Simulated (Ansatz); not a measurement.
Basis-set series for CH₅BOSSi. Charge 0, multiplicity 1. The bonds changed during the relaxation, so this is another structure than the one it started from. Geometry: relaxed with PBE0-D4/def2-TZVP. It is one conformer, not always the lowest.

| atom | x (Å) | y (Å) | z (Å) |
| --- | --- | --- | --- |
| B1 | -1.4076 | -0.6156 | -0.3938 |
| Si2 | -0.0249 | 0.7431 | -0.0110 |
| O3 | 0.2749 | 1.8997 | 1.1033 |
| C4 | 1.4120 | -0.3676 | -0.3605 |
| S5 | 0.1805 | -1.4252 | 0.5198 |
| H6 | -1.5021 | -0.9364 | -1.5441 |
| H7 | -2.3654 | -0.6554 | 0.3239 |
| H8 | -0.4835 | 2.3081 | 1.5276 |
| H9 | 1.5901 | -0.6883 | -1.3838 |
| H10 | 2.3262 | -0.2624 | 0.2187 |

```json
{"functional": "PBE0-D4", "basis": "def2-SVP", "functions": "103", "energy (Eh)": "-828.16170", "HOMO (eV)": "-6.97", "LUMO (eV)": "-1.00"}
{"functional": "PBE0-D4", "basis": "def2-TZVPP", "functions": "247", "energy (Eh)": "-828.57578", "HOMO (eV)": "-7.01", "LUMO (eV)": "-1.17"}
{"functional": "ωB97M-V", "basis": "def2-SVP", "functions": "103", "energy (Eh)": "-828.47317", "HOMO (eV)": "-8.99", "LUMO (eV)": "0.95"}
{"functional": "ωB97M-V", "basis": "def2-TZVPP", "functions": "247", "energy (Eh)": "-828.89223", "HOMO (eV)": "-9.07", "LUMO (eV)": "0.64"}
```

**Question.** Give the rows for def2-QZVPP. (Best estimate.)

**Answer.** Computed: 
| functional | basis | functions | energy (Eh) | HOMO (eV) | LUMO (eV) |
| --- | --- | --- | --- | --- | --- |
| PBE0-D4 | def2-QZVPP | 461 | -828.60563 | -7.03 | -1.23 |
| ωB97M-V | def2-QZVPP | 461 | -828.92026 | -9.09 | 0.47 |

Positive LUMOs are unbound and depend on the basis.
